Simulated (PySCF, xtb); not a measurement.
C4H9NSi, SMILES C1CN([SiH3])CC=1.

GFN2-xTB (xtb 6.7.1) at its own geometry gives an orbital gap of 3.78 eV and a dipole moment of 0.93 D.

The structure is a stationary point at r2SCAN-D4/def2-SVP. The structure was generated by enumeration, and PubChem lists no compound with its InChIKey, so it may never have been made. The values are those of a single conformer.

**Question.** What does PBE/def2-TZVP (PySCF) give? (Estimate from the structure and the level; the computed values follow.)

**Answer.** gap 4.13 eV (levels -4.89 and -0.76 eV), dipole 1.19 D.
